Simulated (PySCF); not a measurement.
WSBr₂ (triplet). Level of theory: UPBE0/[W def2-SVP with ECP60, S def2-SVP, Br def2-SVP], scalar-relativistic core potentials, density fitting, no spin–orbit coupling, PySCF.

Harmonic bands of its minimum:

| ω (cm⁻¹) | IR (km/mol) |
| --- | --- |
| 66 | 2.1 |
| 67 | 0.0 |
| 99 | 0.1 |
| 253 | 9.0 |
| 288 | 52.9 |
| 567 | 41.2 |

Question: The central atom is W. Infer the point group and assign the bands.

Answer: C2v. The modes span b1 + 3a1 + 2b2: 66 b1, 67 a1, 99 b2, 253 a1, 288 b2, 567 a1. The computed geometry has W–Br 2.419 Å (×2), W–S 2.105 Å; Br–W–Br 123.5°, Br–W–S 118.2° (×2).

This need not be the most stable arrangement of these atoms. Open d and f shells are described by one determinant, and the ground state may have another occupation or spin. With an element this heavy the missing spin–orbit coupling can shift these numbers.
